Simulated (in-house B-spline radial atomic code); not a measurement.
Ionisation energies with and without relativity, with size and susceptibility from the Dirac run. Dirac energy differences include first-order Breit, QED and recoil terms. NIST's values go from ground level to ground level; the uncertainty of those that are theory runs from under 0.1 % in few-electron ions to several per cent in heavy many-electron ones. Computed with an all-electron radial atomic-structure program (B-spline basis): non-relativistic Hartree-Fock and Dirac-Hartree-Fock, averages of the configuration (point nuclei without relativity, finite nuclei with it).

Some pairs differ by more than the removed electron.

```json
{"ion": "Sc", "configuration": "[Ar] 3d1 4s2", "configuration after": "[Ar] 3d1 4s1", "ionisation non-relativistic (eV)": "5.489", "ionisation Dirac Breit and QED (eV)": "5.520", "tabulated value (eV)": "6.56149", "tabulated kind": "measured", "radius at density 0.001 (bohr)": "5.034", "diamagnetic susceptibility (10⁻⁶ cm³/mol)": "-41.81"}
{"ion": "Ti", "configuration": "[Ar] 3d2 4s2", "configuration after": "[Ar] 3d2 4s1", "ionisation non-relativistic (eV)": "5.795", "ionisation Dirac Breit and QED (eV)": "5.836", "tabulated value (eV)": "6.82812", "tabulated kind": "measured", "radius at density 0.001 (bohr)": "4.924", "diamagnetic susceptibility (10⁻⁶ cm³/mol)": "-39.413"}
{"ion": "V", "configuration": "[Ar] 3d3 4s2", "configuration after": "[Ar] 3d4", "ionisation non-relativistic (eV)": "6.604", "ionisation Dirac Breit and QED (eV)": "6.846", "tabulated value (eV)": "6.746187", "tabulated kind": "measured", "radius at density 0.001 (bohr)": "4.824", "diamagnetic susceptibility (10⁻⁶ cm³/mol)": "-37.294"}
{"ion": "Cr", "configuration": "[Ar] 3d5 4s1", "configuration after": "[Ar] 3d5", "ionisation non-relativistic (eV)": "?", "ionisation Dirac Breit and QED (eV)": "?", "tabulated value (eV)": "?", "tabulated kind": "measured", "radius at density 0.001 (bohr)": "?", "diamagnetic susceptibility (10⁻⁶ cm³/mol)": "?"}
{"ion": "Mn", "configuration": "[Ar] 3d5 4s2", "configuration after": "[Ar] 3d5 4s1", "ionisation non-relativistic (eV)": "6.562", "ionisation Dirac Breit and QED (eV)": "6.636", "tabulated value (eV)": "7.434038", "tabulated kind": "measured", "radius at density 0.001 (bohr)": "4.65", "diamagnetic susceptibility (10⁻⁶ cm³/mol)": "-33.709"}
{"ion": "Fe", "configuration": "[Ar] 3d6 4s2", "configuration after": "[Ar] 3d6 4s1", "ionisation non-relativistic (eV)": "6.791", "ionisation Dirac Breit and QED (eV)": "6.878", "tabulated value (eV)": "7.902468", "tabulated kind": "measured", "radius at density 0.001 (bohr)": "4.573", "diamagnetic susceptibility (10⁻⁶ cm³/mol)": "-32.173"}
{"ion": "Co", "configuration": "[Ar] 3d7 4s2", "configuration after": "[Ar] 3d8", "ionisation non-relativistic (eV)": "6.198", "ionisation Dirac Breit and QED (eV)": "6.640", "tabulated value (eV)": "7.88101", "tabulated kind": "measured", "radius at density 0.001 (bohr)": "4.502", "diamagnetic susceptibility (10⁻⁶ cm³/mol)": "-30.775"}
{"ion": "Ni", "configuration": "[Ar] 3d8 4s2", "configuration after": "[Ar] 3d9", "ionisation non-relativistic (eV)": "?", "ionisation Dirac Breit and QED (eV)": "?", "tabulated value (eV)": "?", "tabulated kind": "measured", "radius at density 0.001 (bohr)": "?", "diamagnetic susceptibility (10⁻⁶ cm³/mol)": "?"}
{"ion": "Cu", "configuration": "[Ar] 3d10 4s1", "configuration after": "[Ar] 3d10", "ionisation non-relativistic (eV)": "6.408", "ionisation Dirac Breit and QED (eV)": "6.560", "tabulated value (eV)": "7.72638", "tabulated kind": "measured", "radius at density 0.001 (bohr)": "4.113", "diamagnetic susceptibility (10⁻⁶ cm³/mol)": "-25.148"}
```

Task: Fill in the row of Cr.

Result: ionisation non-relativistic (eV): 5.552; ionisation Dirac Breit and QED (eV): 5.630; tabulated value (eV): 6.76651; radius at density 0.001 (bohr): 4.451; diamagnetic susceptibility (10⁻⁶ cm³/mol): -31.336.

Task: Fill in the row of Ni.

Result: ionisation non-relativistic (eV): 6.115; ionisation Dirac Breit and QED (eV): 6.618; tabulated value (eV): 7.639878; radius at density 0.001 (bohr): 4.435; diamagnetic susceptibility (10⁻⁶ cm³/mol): -29.496.
